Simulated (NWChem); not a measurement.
Everything below was run with NWChem. System: C$_{2}$H$_{3}$ClF$_{2}$Si, charge 0, spin multiplicity 1, displaced from the optimised geometry. The structure started from a generated list of species.

Input file:

```
start mol
memory heap 200 mb stack 800 mb global 1000 mb
geometry units angstroms nocenter noautoz
  F     -2.177716     1.242602     0.000000
  C     -1.845403    -0.073327     0.000000
  F     -2.963975    -0.825678     0.000000
  C     -0.558566    -0.536076     0.000000
  Si     0.953969     0.622667     0.000000
  Cl     2.693822    -0.598923     0.000000
  H     -0.426942    -1.650727     0.000000
  H      0.987712     1.509591    -1.247626
  H      0.987712     1.509591     1.247626
  symmetry group Cs
end
basis spherical
  * library def2-svp
end
dft
  xc b3lyp
  semidirect memsize 60000000 filesize 0
  iterations 100
  convergence nodiis damp 40
end
task dft gradient
```

The output up to the point where the run's verdict is printed (cleaned and shortened):

```
             Northwest Computational Chemistry Package (NWChem) 7.3.0
             --------------------------------------------------------

                                NWChem Input Module
                                -------------------

 Scaling coordinates for geometry "geometry" by  1.889725989
 (inverse scale =  0.529177249)

 Turning off AUTOSYM since
 SYMMETRY directive was detected!

                             Geometry "geometry" -> ""
                             -------------------------

 Output coordinates in angstroms (scale by  1.889725989 to convert to a.u.)

  No.       Tag          Charge          X              Y              Z
 ---- ---------------- ---------- -------------- -------------- --------------
    1 F                    9.0000    -2.17771600     1.24260200     0.00000000
    2 C                    6.0000    -1.84540300    -0.07332700     0.00000000
    3 F                    9.0000    -2.96397500    -0.82567800     0.00000000
    4 C                    6.0000    -0.55856600    -0.53607600     0.00000000
    5 Si                  14.0000     0.95396900     0.62266700     0.00000000
    6 Cl                  17.0000     2.69382200    -0.59892300     0.00000000
    7 H                    1.0000    -0.42694200    -1.65072700     0.00000000
    8 H                    1.0000     0.98771200     1.50959100    -1.24762600
    9 H                    1.0000     0.98771200     1.50959100     1.24762600

 Effective nuclear repulsion energy (a.u.)     330.3949318372

            Nuclear Dipole moment (a.u.)
            ----------------------------
        X                 Y               Z
 ---------------- ---------------- ----------------
    -0.0000207870     0.0000000000     0.0000000000

      Symmetry information
      --------------------

 Group name             Cs
 Group number              2
 Group order               2
 No. of unique centers     8

      Symmetry unique atoms

     1    2    3    4    5    6    7    8


 Summary of "ao basis" -> "" (spherical)
 ------------------------------------------------------------------------------
[...]
 d= 0,ls=0.0         52   -480.1443545671  3.07D+02  4.62D-01              18.7
 d= 0,ls=0.0         53   -787.4479643416 -3.07D+02  4.62D-01              19.1
 d= 0,ls=0.0         54   -480.1443545671  3.07D+02  4.62D-01              19.5
 d= 0,ls=0.0         55   -787.4479643416 -3.07D+02  4.62D-01              19.9
 d= 0,ls=0.0         56   -480.1443545671  3.07D+02  4.62D-01              20.4
 d= 0,ls=0.0         57   -787.4479643416 -3.07D+02  4.62D-01              20.8
 d= 0,ls=0.0         58   -480.1443545671  3.07D+02  4.62D-01              21.3
 d= 0,ls=0.0         59   -787.4479643416 -3.07D+02  4.62D-01              21.7
 d= 0,ls=0.0         60   -480.1443545671  3.07D+02  4.62D-01              22.0
 d= 0,ls=0.0         61   -787.4479643416 -3.07D+02  4.62D-01              22.3
 d= 0,ls=0.0         62   -480.1443545671  3.07D+02  4.62D-01              22.6
 d= 0,ls=0.0         63   -787.4479643416 -3.07D+02  4.62D-01              22.9
 d= 0,ls=0.0         64   -480.1443545671  3.07D+02  4.62D-01              23.2
 d= 0,ls=0.0         65   -787.4479643416 -3.07D+02  4.62D-01              23.6
 d= 0,ls=0.0         66   -480.1443545671  3.07D+02  4.62D-01              23.9
 d= 0,ls=0.0         67   -787.4479643416 -3.07D+02  4.62D-01              24.2
 d= 0,ls=0.0         68   -480.1443545671  3.07D+02  4.62D-01              24.5
 d= 0,ls=0.0         69   -787.4479643416 -3.07D+02  4.62D-01              24.9
 d= 0,ls=0.0         70   -480.1443545671  3.07D+02  4.62D-01              25.2
 d= 0,ls=0.0         71   -787.4479643416 -3.07D+02  4.62D-01              25.5
 d= 0,ls=0.0         72   -480.1443545671  3.07D+02  4.62D-01              25.9
 d= 0,ls=0.0         73   -787.4479643416 -3.07D+02  4.62D-01              26.2
 d= 0,ls=0.0         74   -480.1443545671  3.07D+02  4.62D-01              26.5
 d= 0,ls=0.0         75   -787.4479643416 -3.07D+02  4.62D-01              26.8
 d= 0,ls=0.0         76   -480.1443545671  3.07D+02  4.62D-01              27.2
 d= 0,ls=0.0         77   -787.4479643416 -3.07D+02  4.62D-01              27.5
 d= 0,ls=0.0         78   -480.1443545671  3.07D+02  4.62D-01              27.8
 d= 0,ls=0.0         79   -787.4479643416 -3.07D+02  4.62D-01              28.2
 d= 0,ls=0.0         80   -480.1443545671  3.07D+02  4.62D-01              28.6
 d= 0,ls=0.0         81   -787.4479643416 -3.07D+02  4.62D-01              29.0
 d= 0,ls=0.0         82   -480.1443545671  3.07D+02  4.62D-01              29.5
 d= 0,ls=0.0         83   -787.4479643416 -3.07D+02  4.62D-01              29.9
 d= 0,ls=0.0         84   -480.1443545671  3.07D+02  4.62D-01              30.3
 d= 0,ls=0.0         85   -787.4479643416 -3.07D+02  4.62D-01              30.7
 d= 0,ls=0.0         86   -480.1443545671  3.07D+02  4.62D-01              31.1
 d= 0,ls=0.0         87   -787.4479643416 -3.07D+02  4.62D-01              31.6
 d= 0,ls=0.0         88   -480.1443545671  3.07D+02  4.62D-01              32.0
 d= 0,ls=0.0         89   -787.4479643416 -3.07D+02  4.62D-01              32.4
 d= 0,ls=0.0         90   -480.1443545671  3.07D+02  4.62D-01              32.8
 d= 0,ls=0.0         91   -787.4479643416 -3.07D+02  4.62D-01              33.2
 d= 0,ls=0.0         92   -480.1443545671  3.07D+02  4.62D-01              33.6
 d= 0,ls=0.0         93   -787.4479643416 -3.07D+02  4.62D-01              34.1
 d= 0,ls=0.0         94   -480.1443545671  3.07D+02  4.62D-01              34.5
 d= 0,ls=0.0         95   -787.4479643416 -3.07D+02  4.62D-01              34.9
 d= 0,ls=0.0         96   -480.1443545671  3.07D+02  4.62D-01              35.3
 d= 0,ls=0.0         97   -787.4479643416 -3.07D+02  4.62D-01              35.7
 d= 0,ls=0.0         98   -480.1443545671  3.07D+02  4.62D-01              36.1
 d= 0,ls=0.0         99   -787.4479643416 -3.07D+02  4.62D-01              36.6
 d= 0,ls=0.0        100   -480.1443545671  3.07D+02  4.62D-01              37.0
```

The run did not converge; its last values are not results. The next line reads: Calculation failed to converge. NWChem stopped with the message: dft gradient failed.
